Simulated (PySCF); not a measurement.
## SrI₂: calculation against measurement

Isolated SrI₂, optimised in PySCF with density fitting and no spin–orbit coupling; def2 sets carry scalar-relativistic core potentials from Rb on. All levels below give a singlet of C2v symmetry: B3LYP/def2-TZVP Sr–I 3.011 Å (×2), I–Sr–I 163.6°; PBE/def2-TZVP Sr–I 2.993 Å (×2), I–Sr–I 159.6°. Other levels end elsewhere and are not compared: PBE0/def2-TZVP (singlet, D∞h).

Counting electrons, strontium keeps none of its valence electrons outside its bonds, so the VSEPR class is AX2 and the expected shape is linear (D∞h). The calculation gives C2v instead. Heavy alkaline-earth centres are the known exception: their polarisable core and low (n−1)d orbitals favour bending; the Mulliken d population here is 0.48.

Problem. The tabulated gas-phase entropy at 298.15 K and 1 bar is 339.55 J/(mol K) (Chase, 1998, NIST Chemistry WebBook). What do rigid-rotor harmonic-oscillator sums give?

Solution. B3LYP/def2-TZVP 348.4, PBE/def2-TZVP 348.7 J/(mol K). Tables of this kind often rest on estimated structures and frequencies for high-temperature species, so a gap need not be the fault of the calculation.

Problem. ΔfH°(298 K) is -274.89 kJ/mol (Chase, 1998, NIST Chemistry WebBook), and for the gaseous atoms Sr 164.0, I 106.8 kJ/mol (tabulated in the package mendeleev). Compare the atomisation enthalpy with the calculations.

Solution. From the tables it is 164.0 + 2 × 106.8 − (-274.9) = 652 kJ/mol. To a computed De one adds −ZPE (-2.1), the atoms' spin–orbit lowering from NIST levels (-60.6) and the thermal terms (3.0), all taken at B3LYP/def2-TZVP.
```
          level  De (kJ/mol)  ΔatH°(298 K)  computed − tabulated
B3LYP/def2-TZVP          641           581                   -71
  PBE/def2-TZVP          670           610                   -42
```

The softest mode, 20 cm⁻¹, is close to the numerical noise.
